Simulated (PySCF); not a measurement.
Species: C₅H₄FN.
SMILES with atom numbers: `[N:1]#[C:2][C:3]#[C:4][CH2:5][CH2:6][F:7]` (hydrogens: H8, H9 on C5; H10, H11 on C6)

The same species was optimised twice, with GFN2-xTB and with PBE0-D3(BJ)/def2-SVP (PySCF), and the same property calculations (PySCF, gas phase) were run on both structures.

| coordinate | GFN2-xTB | PBE0-D3(BJ)/def2-SVP | change |
| --- | --- | --- | --- |
| N1≡C2 (Å) | 1.149 | 1.163 | +0.014 |
| C2–C3 (Å) | 1.363 | 1.375 | +0.012 |
| C4–C5 (Å) | 1.439 | 1.449 | +0.010 |
| C3≡C4 (Å) | 1.208 | 1.216 | +0.008 |
| C5–C6 (Å) | 1.531 | 1.525 | -0.006 |
| C6–F7 (Å) | 1.370 | 1.365 | -0.005 |
| C4–C5–C6 (°) | 111.1 | 112.7 | +1.6 |
| C3–C4–C5 (°) | 179.3 | 178.5 | -0.8 |
| C5–C6–F7 (°) | 109.3 | 108.7 | -0.6 |
| C2–C3–C4 (°) | 179.4 | 179.6 | +0.2 |
| N1–C2–C3 (°) | 179.9 | 179.9 | 0.0 |
| C4–C5–C6–F7 (°) | 179 | 180 | +1 |

Rotational constants: A = 20262, B = 821.1, C = 797.2 MHz (GFN2-xTB) against A = 20546, B = 809.7, C = 786.8 MHz (PBE0-D3(BJ)/def2-SVP). Atoms that the bonding makes alike are paired by their places after alignment.

On the GFN2-xTB structure: lowest singlet, TDDFT (eV) 5.21 [wB97X-D/def2-SVPD]; isotropic polarisability (au) 67.6 [wB97X-D/def2-SVPD]; HOMO (eV) -10.46 [wB97X-D/def2-SVPD]; LUMO (eV) 0.31 [wB97X-D/def2-SVPD]; dipole (D) 3.27 [wB97X-D/def2-SVPD].

What do these properties become on the PBE0-D3(BJ)/def2-SVP structure?

```
                                    property              level  on GFN2-xTB  on PBE0-D3(BJ)/def2-SVP  change
                  lowest singlet, TDDFT (eV)  wB97X-D/def2-SVPD         5.21                     5.10   -0.11
               isotropic polarisability (au)  wB97X-D/def2-SVPD         67.6                     68.6    +1.0
                                   HOMO (eV)  wB97X-D/def2-SVPD       -10.46                   -10.42   +0.04
                                   LUMO (eV)  wB97X-D/def2-SVPD         0.31                     0.22   -0.09
                                  dipole (D)  wB97X-D/def2-SVPD         3.27                     3.33   +0.06
energy, GFN2-xTB geometry as zero (kcal/mol)  wB97X-D/def2-SVPD          0.0                     -0.5    -0.5
```

The heavy atoms differ by 0.023 Å rms after alignment. Among bonds between heavy atoms N1≡C2 changes most (+0.014 Å). Changes are differences of the printed values. Neither structure is proved a minimum here.

Shape of the structure used: `[N:1]#[C:2][C:3]#[C:4][CH2:5][CH2:6][F:7]`: C4–C5–C6–F7 180°.

The pairwise dispersion term of wB97X-D wasn't added to the energies; at a given geometry it leaves orbitals and properties as they are.
